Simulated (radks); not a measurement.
Trend from Lu+ to Hg+: ionisation energy by Delta-SCF between NIST ground configurations, and size. Method: scalar-relativistic Kohn-Sham, LDA (Slater exchange, Perdew-Wang correlation), spin-polarised, spherical densities, point nucleus; open shells are filled with parallel spins first (spin-orbit coupling, left out, can overturn this in heavy ions); computed with a radial shooting solver on a logarithmic mesh with Libxc functionals.

| species | configuration | configuration of the ion | IE (eV) | NIST (eV) | kind | -e(HOMO) (eV) | outermost | <r> outermost (bohr) |
|---|---|---|---|---|---|---|---|---|
| Lu+ | [Xe] 4f14 6s2 | [Xe] 4f14 6s1 | 14.330 | 14.13 | semi-emp. | 11.288 (6s) | 6s | 3.24 |
| Hf+ | [Xe] 4f14 5d1 6s2 | [Xe] 4f14 5d2 | 15.448 | 14.61 | theory | 11.210 (5d) | 6s | 3.11 |
| Ta+ | [Xe] 4f14 5d3 6s1 | [Xe] 4f14 5d3 | 15.944 | 16.2 | semi-emp. | 11.492 (5d) | 6s | 3.00 |
| W+ | [Xe] 4f14 5d4 6s1 | [Xe] 4f14 5d4 | 16.751 | 16.4 | semi-emp. | 12.884 (5d) | 6s | 2.89 |
| Re+ | [Xe] 4f14 5d5 6s1 | [Xe] 4f14 5d5 | 17.482 | 16.6 | semi-emp. | 13.813 (6s) | 6s | 2.79 |
| Os+ | [Xe] 4f14 5d6 6s1 | [Xe] 4f14 5d6 | 17.988 | 17 | semi-emp. | 12.720 (5d) | 6s | 2.72 |
| Ir+ | [Xe] 4f14 5d7 6s1 | [Xe] 4f14 5d7 | 18.432 | 17.0 | semi-emp. | 14.355 (5d) | 6s | 2.65 |
| Pt+ | [Xe] 4f14 5d9 | [Xe] 4f14 5d8 | 19.804 | 18.6 | exp. | 14.311 (5d) | 5d | 1.65 |
| Au+ | [Xe] 4f14 5d10 | [Xe] 4f14 5d9 | 21.355 | 20.20 | exp. | 15.620 (5d) | 5d | 1.58 |
| Hg+ | [Xe] 4f14 5d10 6s1 | [Xe] 4f14 5d10 | 19.564 | 18.757 | exp. | 15.417 (6s) | 6s | 2.49 |

Reference values: NIST Atomic Spectra Database (exp. = measured, semi-emp. = semi-empirical, theory = theoretical value adopted there). Open shells are spherical and high-spin; term and fine-structure splittings are not resolved. Spin-orbit splitting is averaged out at the scalar-relativistic level.
